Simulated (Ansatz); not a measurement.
`[F][Zr]([F])([SH])[SH]` and `[F][Zr]([SH])([SH])[SH]` differ in one atom or group.

Ansatz, PBE0-D4/def2-TZVP geometries, multiplicity 1. Each molecule was computed in one conformer, which needn't be the lowest.

Elements past krypton have def2 core potentials.

```
                                          property  `[F][Zr]([F])([SH])[SH]`
                 LUMO energy (PBE/def2-TZVPP) / eV                     -3.02
size of the dipole moment (ωB97M-V/def2-TZVPP) / D                      0.49
               HOMO–LUMO gap (PBE/def2-TZVPP) / eV                      3.62
             HOMO energy (ωB97M-V/def2-TZVPP) / eV                     -9.94
               LUMO energy (B3LYP/def2-TZVPP) / eV                     -2.37
              HOMO–LUMO gap (PBE0/def2-TZVPP) / eV                      5.68
```

(1) What does the change do to each property? (Estimate.)

Results:

(1) Ansatz gave: 
```json
{"property": "LUMO energy (PBE/def2-TZVPP) / eV", "`[F][Zr]([SH])([SH])[SH]`": "-2.96", "shift": "0.06"}
{"property": "size of the dipole moment (ωB97M-V/def2-TZVPP) / D", "`[F][Zr]([SH])([SH])[SH]`": "1.32", "shift": "0.83"}
{"property": "HOMO–LUMO gap (PBE/def2-TZVPP) / eV", "`[F][Zr]([SH])([SH])[SH]`": "3.72", "shift": "0.10"}
{"property": "HOMO energy (ωB97M-V/def2-TZVPP) / eV", "`[F][Zr]([SH])([SH])[SH]`": "-9.97", "shift": "-0.03"}
{"property": "LUMO energy (B3LYP/def2-TZVPP) / eV", "`[F][Zr]([SH])([SH])[SH]`": "-2.37", "shift": "0.00"}
{"property": "HOMO–LUMO gap (PBE0/def2-TZVPP) / eV", "`[F][Zr]([SH])([SH])[SH]`": "5.67", "shift": "-0.01"}
```

The zero-point energy changes by 18.4 kJ/mol with +3 modes. Dipoles are sizes alone; their direction can turn.

B3LYP here is the variant with VWN-RPA as its local correlation; programs differ in this.
